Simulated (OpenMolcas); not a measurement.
Au5+ among 6 point charges of -1.5 e arranged as a tetragonal octahedron (D4h). The axial distance is 0.89 times the equatorial one, R.

```json
{"Program": "OpenMolcas 26.06", "Method": "CASSCF", "Basis": "ANO-RCC-VDZP [7s6p4d2f]", "Scalar Hamiltonian": "DKH2, point nucleus", "Active space": "6 electrons in 5 orbitals (5d)", "State averaging": "2S+1 = 5 even, 5 roots; 2S+1 = 3 even, 45 roots; 2S+1 = 1 even, 50 roots", "Spin-orbit coupling": "state interaction with AMFI integrals over the reference wave functions"}
```

All point charges move together. At R = 1.77 Å the first state of the same spin is 3977 cm-1, and at R = 2.07 Å it is 2833 cm-1.

A third run gives 3434 cm-1. What distance was it run at?

With a power law R^-n the two known points give n = -ln(2833 / 3977) / ln(2.07 / 1.77) = 2.17. Then R = 1.77 × (3977 / 3434)^(1/2.17) = 1.894 Å. The run was at 1.9 Å, so the estimate is off by -0.006 Å.

Without dynamic correlation the repulsion within the d shell is too large (B by tens of per cent), so at a given field states of lower spin stand too high. Point charges give a weaker field than real ligands, and real ions of this kind are as a rule low spin; the high spin found here belongs to the model. Spin-orbit coupling mixes the spin-free states strongly: the lowest level takes only 49 % from its leading state, 5B2 (figures for R = 1.77; the like holds for R = 1.9, R = 2.07). This shell can be high or low spin here, a state of another spin lies low, and with metal d orbitals alone active their balance is uncertain, so the ground spin may be wrong (holds for R = 1.77). Point charges carry no covalency, so the field is a model and not that of real ligands. No measured value stands beside these numbers.
